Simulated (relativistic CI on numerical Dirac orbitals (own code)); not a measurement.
## Ni+ in a cubic cluster: 3s photoemission with charge transfer

Computed with a charge-transfer multiplet model of a cubic metal-ligand cluster with up to one ligand hole, Slater and spin-orbit integrals from Dirac-Coulomb-Breit ions, Slater integrals scaled by 0.8. The parameters are those of a tetrahedral site (10Dq negative, t2 hopping the larger). The ground state mixes d9 with configurations of k ligand holes L, whose averages lie at kΔ + k(k − 1)U_dd/2; a core hole lowers each added d electron by U_cd. 20 K, Lorentzian 1.4 eV and Gaussian 0.8 eV FWHM.

Atomic integrals in eV (Slater integrals scaled, ζ unscaled), ground: F2dd 9.736, F4dd 6.042, zeta_d 0.072; with the core hole: F2dd 9.736, F4dd 6.042, zeta_d 0.082, G2cd 10.223.

Cluster parameters (eV): U_dd = 6.1, U_cd = 7.8, 10Dq = -0.4, 10Dq(ligand) = 0, V(eg) = 0.65, V(t2g) = -1.1, final-state hopping factor = 0.8.

```json
{"Case": "Δ = 2.7 eV", "n_d": "9.10", "d9": "0.90", "d10L": "0.10", "S": "0.50"}
{"Case": "Δ = 4.7 eV", "n_d": "9.04", "d9": "0.96", "d10L": "0.04", "S": "0.50"}
{"Case": "Δ = 5.7 eV", "n_d": "9.03", "d9": "0.97", "d10L": "0.03", "S": "0.50"}
{"Case": "Δ = 7.7 eV", "n_d": "9.02", "d9": "0.98", "d10L": "0.02", "S": "0.50"}
{"Case": "Δ = 8.7 eV", "n_d": "9.01", "d9": "0.99", "d10L": "0.01", "S": "0.50"}
```

Weights, n_d and S are thermal averages at 20 K. Binding energies count from the first peak over 30 % of the highest in each spectrum, which can be another peak from case to case. The parameters are a model scan and need not match a compound or its usual spin state. Peaks in eV (height, largest 100):
- Δ = 2.7 eV: 0.0 (45), 4.3 (100), 8.3 (38)
- Δ = 4.7 eV: 0.0 (56), 2.5 (100), 6.4 (42)
- Δ = 5.7 eV: 0.0 (90), 1.8 (100), 5.5 (49)
- Δ = 7.7 eV: 0.0 (100), 4.8 (33)
- Δ = 8.7 eV: 0.0 (100), 4.7 (29)

For the case Δ = 5.7 eV, Δ = 5.7 eV is smaller than U_dd = 6.1 eV, the charge-transfer side of the Zaanen-Sawatzky-Allen scheme. With the core hole the configuration with one ligand hole lies at Δ − U_cd = -5.1, -3.1, -2.1, -0.1, 0.9 eV from the one without, in the order of the table; where this is negative the screened configuration lies lower, though the effective hopping of about 0.9 eV (from the holes of the mixed ground state) mixes the two strongly wherever it is as large as the gap.

Without intra-shell correlation the exchange splitting of the 3s hole comes out too large.
